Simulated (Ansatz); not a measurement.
The molecule GaO, multiplicity 2 (the spin of the measured ground state). No spin–orbit coupling. Ga is treated without relativity. The T1 diagnostic near the minimum is 0.054, so single-reference values are doubtful.

The constants come from a fifth-degree fit in 1/R (seven points, main isotopes). In def2 and cc sets the state is the lowest found near the PBE0 minimum, followed along R.

Correlated levels freeze the inner cores; with def2 sets outer-core shells near the valence are correlated too.

Codes used: Ansatz (a program for electronic structure) with Gaussian orbitals. Values without a source in brackets are computed.

Energies at CCSD(T)/def2-TZVPP:

```tsv
R (Å)	E (hartree)
1.585805	-1998.53085773
1.628434	-1998.53669105
1.667653	-1998.53947261
1.711988	-1998.54027314
1.756322	-1998.53915223
1.807477	-1998.53609303
1.867158	-1998.53085167
```

With a reduced mass of 12.9822 u, find the minimum, the force constant and the constants.

A fifth-degree polynomial in 1/R puts the minimum at r_e = 1.7063 Å with force constant 439 N/m. Then ω_e = (1/2πc)√(k/μ) = 758 cm⁻¹ and B_e = h/(8π²cμr_e²) = 0.4460 cm⁻¹; the cubic and quartic terms give α_e = 0.0040 and ω_e x_e = 5.6 cm⁻¹.

Doubts at one or more of the structures used: T1 above 0.05 (CCSD(T)/def2-TZVPP).
